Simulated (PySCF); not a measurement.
A structure optimised at B3LYP-D3(BJ)/def2-TZVP, used in a PySCF frequency run:

```xyz
4

Sb    -0.0381    -0.3274     0.0000
H      1.6806    -0.5299     0.0000
F      0.0147     0.9571    -1.4242
F      0.0147     0.9571     1.4242
```

### Question
Write its SMILES, formula and point group.

### Answer
[F][SbH][F], F2HSb, Cs

### Question
What are its rotational constants (standard atomic weights)?

### Answer
9.9015, 6.3137, 4.0383 GHz
